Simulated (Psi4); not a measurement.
propyl chloride (C₃H₇Cl), singlet, at a GFN2-xTB geometry, with bond 9-2 at 2.0 times its length; TPSS/6-31G* in Psi4.

Input for Psi4:
```
memory 2 GB

molecule {
0 1
  C     0.89556841   -0.62693231    0.00894819
  C     2.36249557   -0.21115776    0.02829502
  C    -0.00837571    0.59425323    0.00182904
  H     0.67244806   -1.23599530    0.88678452
  H     0.69409767   -1.23025825   -0.87803793
  H     3.00106085   -1.09029661    0.03327060
  Cl   -1.72614612    0.10884623   -0.02082132
  H     2.60373276    0.38459165   -0.84900501
  H     2.80168827    0.96887160    1.80191074
  H     0.13553048    1.19997169    0.89678449
  H     0.15739271    1.20576508   -0.88537060
}

set basis 6-31g*
set scf_type disk_df

energy('tpss')
print_variables()
```

Output, abridged:

```
   => Loading Basis Set <=

    Name: 6-31G*
    Role: ORBITAL
    Keyword: BASIS

         ---------------------------------------------------------
                                   SCF
               by Justin Turney, Rob Parrish, Andy Simmonett
                          and Daniel G. A. Smith
                              RKS Reference
         ---------------------------------------------------------

  ==> Geometry <==

    Molecular point group: c1
    Full point group: C1

    Geometry (in Angstrom), charge = 0, multiplicity = 1:

       Center              X                  Y                   Z               Mass
    ------------   -----------------  -----------------  -----------------  -----------------
         C            1.039375782835    -0.640830937027    -0.000728119299    12.000000000000
         C            2.506302942835    -0.225056387027     0.018618710701    12.000000000000
         C            0.135431662835     0.580354602973    -0.007847269299    12.000000000000
         H            0.816255432835    -1.249893927027     0.877108210701     1.007825032230
         H            0.837905042835    -1.244156877027    -0.887714239299     1.007825032230
         H            3.144868222835    -1.104195237027     0.023594290701     1.007825032230
         CL          -1.582338747165     0.094947602973    -0.030497629299    34.968852682000
         H            2.747540132835     0.370693022973    -0.858681319299     1.007825032230
         H            2.945495642835     0.954972972973     1.792234430701     1.007825032230
         H            0.279337852835     1.186073062973     0.887108180701     1.007825032230
         H            0.301200082835     1.191866452973    -0.895046909299     1.007825032230

  Running in c1 symmetry.

  Rotational constants: A =      0.73053  B =      0.07914  C =      0.07573 [cm^-1]
  Rotational constants: A =  21900.68144  B =   2372.61863  C =   2270.40785 [MHz]
  Nuclear repulsion =  156.646613545692929

  Charge       = 0
  Multiplicity = 1
  Electrons    = 42
  Nalpha       = 21
  Nbeta        = 21

  ==> Algorithm <==

  SCF Algorithm Type is DISK_DF.
  DIIS enabled.
  MOM disabled.
  Fractional occupation disabled.
  Guess Type is SAD.
  Energy threshold   = 1.00e-06
  Density threshold  = 1.00e-06
  Integral threshold = 1.00e-12

  ==> Primary Basis <==

  Basis Set: 6-31G*
    Blend: 6-31G*
    Number of shells: 40
    Number of basis functions: 78
    Number of Cartesian functions: 78
    Spherical Harmonics?: false
    Max angular momentum: 2

  ==> DFT Potential <==

   => LibXC <=

    Version 7.1.2
    S. Lehtola, C. Steigemann, M. J. T. Oliveira, and M. A. L. Marques,  SoftwareX 7, 1–5 (2018) (10.1016/j.softx.2017.11.002)

   => Composite Functional: TPSS <=

    TPSS Meta-GGA XC Functional

    J. Tao, et al., Phys. Rev. Lett., 91, 146401, 2003

    Deriv               =              1
    GGA                 =           TRUE
    Meta                =           TRUE

    Exchange Hybrid     =          FALSE
    MP2 Hybrid          =          FALSE

   => Exchange Functionals <=

    1.0000   XC_MGGA_X_TPSS

   => Correlation Functionals <=

    1.0000   XC_MGGA_C_TPSS

   => LibXC Density Thresholds  <==

    XC_MGGA_C_TPSS:  1.00E-15
    XC_MGGA_X_TPSS:  1.00E-15

   => Molecular Quadrature <=

    Radial Scheme          =       TREUTLER
    Pruning Scheme         =           NONE
    Nuclear Scheme         =       TREUTLER

    Blocking Scheme        =         OCTREE
    BS radius alpha        =              1
    Pruning alpha          =              1
    Radial Points          =             75
    Spherical Points       =            302
    Total Points           =         234268
    Total Blocks           =           1800
    Max Points             =            256
    Max Functions          =             76
    Weights Tolerance      =       1.00E-15

   => Loading Basis Set <=

    Name: (6-31G* AUX)
    Role: JKFIT
    Keyword: DF_BASIS_SCF

  ==> Integral Setup <==

  ==> DiskDFJK: Density-Fitted J/K Matrices <==

    J tasked:                  Yes
    K tasked:                   No
    wK tasked:                  No
    Integrals threads:           1
    Algorithm:                Core
    Integral Cache:           NONE
    Schwarz Cutoff:          1E-12
    Fitting Condition:       1E-10

   => Auxiliary Basis Set <=

  Basis Set: (6-31G* AUX)
    Blend: CC-PVDZ-JKFIT
    Number of shells: 171
    Number of basis functions: 548
    Number of Cartesian functions: 548
    Spherical Harmonics?: false
    Max angular momentum: 3

  Minimum eigenvalue in the overlap matrix is 5.5918760698E-03.
  Reciprocal condition number of the overlap matrix is 8.1332744625E-04.
    Using symmetric orthogonalization.

  ==> Pre-Iterations <==

  SCF Guess: Superposition of Atomic Densities via on-the-fly atomic UHF (no occupation information).

   -------------------------
    Irrep   Nso     Nmo
   -------------------------
     A         78      78
   -------------------------
    Total      78      78
   -------------------------

  ==> Iterations <==

                           Total Energy        Delta E     RMS |[F,P]|

   @DF-RKS iter SAD:  -578.07119407220034   -5.78071e+02   0.00000e+00
   @DF-RKS iter   1:  -578.08146993147614   -1.02759e-02   1.16280e-02 ADIIS/DIIS
   @DF-RKS iter   2:  -577.23959568703049    8.41874e-01   1.73610e-02 ADIIS/DIIS
   @DF-RKS iter   3:  -578.60906196712688   -1.36947e+00   1.46657e-03 ADIIS/DIIS
   @DF-RKS iter   4:  -578.60610207856166    2.95989e-03   1.55057e-03 ADIIS/DIIS
   @DF-RKS iter   5:  -578.61400082861564   -7.89875e-03   8.91613e-04 ADIIS/DIIS
   @DF-RKS iter   6:  -578.61791515564767   -3.91433e-03   7.11645e-05 DIIS
   @DF-RKS iter   7:  -578.61792567256907   -1.05169e-05   4.13551e-05 DIIS
   @DF-RKS iter   8:  -578.61793318890977   -7.51634e-06   1.11572e-05 DIIS
   @DF-RKS iter   9:  -578.61793360789738   -4.18988e-07   2.36315e-06 DIIS
   @DF-RKS iter  10:  -578.61793363110473   -2.32073e-08   3.17493e-07 DIIS
  Energy and wave function converged.

  ==> Post-Iterations <==

   Electrons on quadrature grid:
      Ntotal   =   42.0000468938 ; deviation = 4.689e-05

    Orbital Energies [Eh]
    ---------------------

    Doubly Occupied:

       1A   -100.990968     2A    -10.060488     3A    -10.059282
       4A    -10.025760     5A     -9.229694     6A     -7.011242
       7A     -6.999895     8A     -6.999744     9A     -0.803307
      10A     -0.727397    11A     -0.620801    12A     -0.557050
      13A     -0.451463    14A     -0.417210    15A     -0.396818
      16A     -0.365919    17A     -0.340921    18A     -0.334325
      19A     -0.258291    20A     -0.257768    21A     -0.243690

    Virtual:

      22A     -0.114088    23A      0.009390    24A      0.084451
      25A      0.109276    26A      0.114046    27A      0.136534
      28A      0.150297    29A      0.163326    30A      0.186358
      31A      0.202383    32A      0.382561    33A      0.416025
      34A      0.449148    35A      0.452790    36A      0.482167
      37A      0.500431    38A      0.530145    39A      0.558218
      40A      0.582537    41A      0.610663    42A      0.637715
      43A      0.673917    44A      0.737383    45A      0.810588
      46A      0.818180    47A      0.837831    48A      0.853631
      49A      0.872082    50A      0.874848    51A      0.903202
      52A      0.908434    53A      0.928166    54A      0.941877
      55A      0.978407    56A      1.044125    57A      1.105601
      58A      1.241459    59A      1.410408    60A      1.468103
      61A      1.557644    62A      1.697279    63A      1.808458
      64A      1.859430    65A      1.895926    66A      1.952699
      67A      2.042424    68A      2.074551    69A      2.199448
      70A      2.303674    71A      2.312148    72A      2.367164
      73A      2.517792    74A      2.635225    75A      4.049696
      76A      4.151678    77A      4.283828    78A      4.410347

    Final Occupation by Irrep:
              A
    DOCC [    21 ]
    NA   [    21 ]
    NB   [    21 ]

  @DF-RKS Final Energy:  -578.61793363110473

   => Energetics <=

    Nuclear Repulsion Energy =            156.6466135456929294
    One-Electron Energy =               -1104.1133124824611969
    Two-Electron Energy =                 415.8744935334214574
    DFT Exchange-Correlation Energy =     -47.0257282277580657
    Empirical Dispersion Energy =           0.0000000000000000
    VV10 Nonlocal Energy =                  0.0000000000000000
    Total Energy =                       -578.6179336311047336

Computation Completed

Properties will be evaluated at   0.000000,   0.000000,   0.000000 [a0]

Properties computed using the SCF density matrix

 Multipole Moments:

 ------------------------------------------------------------------------------------
     Multipole            Electronic (a.u.)      Nuclear  (a.u.)        Total (a.u.)
 ------------------------------------------------------------------------------------

 L = 1.  Multiply by 2.5417464519 to convert [e a0] to [Debye]
 Dipole X            :        -11.2010758           11.8287521            0.6276763
 Dipole Y            :         -0.2205967            0.0118531           -0.2087436
 Dipole Z            :         -1.3700041            0.9078299           -0.4621742
 Magnitude           :                                                    0.8069426

 ------------------------------------------------------------------------------------

  Variable Map:
  ----------------------------------------------------------------------------
  "CURRENT ENERGY"              =>    -578.617933631105
  "CURRENT REFERENCE ENERGY"    =>    -578.617933631105
  "DD SOLVATION ENERGY"         =>       0.000000000000
  "DFT FUNCTIONAL TOTAL ENERGY" =>    -578.617933631105
  "DFT TOTAL ENERGY"            =>    -578.617933631105
  "DFT VV10 ENERGY"             =>       0.000000000000
  "DFT XC ENERGY"               =>     -47.025728227758
  "GRID ELECTRONS ALPHA"        =>      21.000023446902
  "GRID ELECTRONS BETA"         =>      21.000023446902
  "GRID ELECTRONS TOTAL"        =>      42.000046893804
  "NUCLEAR REPULSION ENERGY"    =>     156.646613545693
  "ONE-ELECTRON ENERGY"         =>   -1104.113312482461
  "PCM POLARIZATION ENERGY"     =>       0.000000000000
  "PE ENERGY"                   =>       0.000000000000
  "SCF ITERATION ENERGY"        =>    -578.617933631105
  "SCF ITERATIONS"              =>      10.000000000000
  "SCF TOTAL ENERGY"            =>    -578.617933631105
  "TWO-ELECTRON ENERGY"         =>     415.874493533421
  "XC GRID RADIAL POINTS"       =>      75.000000000000
  "XC GRID SPHERICAL POINTS"    =>     302.000000000000
  "XC GRID TOTAL POINTS"        =>  234268.000000000000

  Array Variable Map:
  ----------------------------------------------------------------------------
  "CURRENT DIPOLE"              =>       0.627676266796 ... -0.462174206847 1 by 3
  "SCF DIPOLE"                  =>       0.627676266796 ... -0.462174206847 1 by 3
  "SCF TOTAL ENERGIES"          =>    -578.071194072200 ... -578.617933631105 1 by 11
```
